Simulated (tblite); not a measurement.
What does the GFN2-xTB structure of `c1(C#N)cc[c]cc1` [radical] look like in three dimensions? (Doublet state.)

```
atom  x, y, z in Å
N1     3.2926   -0.6413   -0.3810
C2     2.1750   -0.4236   -0.2521
C3     0.7945   -0.1556   -0.0929
C4    -0.0894   -1.2118    0.1287
C5    -1.4451   -0.9446    0.2847
C6    -1.8402    0.3593    0.2109
C7    -1.0158    1.4252   -0.0043
C8     0.3407    1.1618   -0.1617
H9     0.2783   -2.2266    0.1770
H10   -2.1435   -1.7489    0.4559
H11   -1.3852    2.4379   -0.0550
H12    1.0392    1.9676   -0.3363
```

Orientation and origin are arbitrary. Atoms count from 1 in this order. C5 (carbon bonded to 2 C and H) is planar (angles 122.2°, 120.4° and 117.4°, sum 360.0°, 0.00 Å off the plane of its three neighbours). C3 (carbon bonded to 3 C) is planar (angles 121.1°, 119.5° and 119.4°, sum 360.0°, 0.00 Å off the plane of its three neighbours). The C–C distances run from 1.364 Å (C5–C6, aromatic) to 1.415 Å (C2–C3, drawn single), a spread of 0.051 Å. C4 (carbon bonded to 2 C and H) is planar (angles 120.5°, 120.2° and 119.3°, sum 360.0°, 0.00 Å off the plane of its three neighbours).

Bonds between heavy atoms (Å): N1≡C2 1.146, C2–C3 1.415, C3–C4 1.395, C4–C5 1.391, C5–C6 1.364, C6–C7 1.365, C7–C8 1.391, C3–C8 1.395.

The geometry is computed with GFN2-xTB (gas phase). This method treats the open shell by occupation alone, without spin polarisation.

Point group: C2v (every atom within 0.08 Å of its image). Its GFN2-xTB frequencies are all real (lowest 136 cm⁻¹).
